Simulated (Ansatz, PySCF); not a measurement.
Caution: the highest occupied level lies above zero, so the state may not be bound. This triplet is an excited state, 1.18 eV above the relaxed singlet at the level frozen-core CCSD(T)/aug-cc-pVTZ // PBE0-D3(BJ)/def2-TZVPD (Ansatz, a first-principles code).

**H₃BN, SMILES `[BH-]N` (excited triplet) (charge -1, multiplicity 3)**

The numbers are results of PBE0-D3(BJ)/def2-TZVPD (PySCF 2.14.0), not measurements.

```
Property                                             Result
-----------------------------  ----------------------------
highest occupied spin orbital                       2.06 eV
total energy                                    -2210.71 eV
cost                           very roughly 22 core-seconds
```

```xyz
5

B      0.8683    -0.0179     0.4378
N     -0.5888     0.0060     0.2324
H      1.7803    -0.0220    -0.3674
H     -1.0421    -0.8125    -0.1610
H     -1.0177     0.8463    -0.1418
```
Charge -1, spin multiplicity 3.
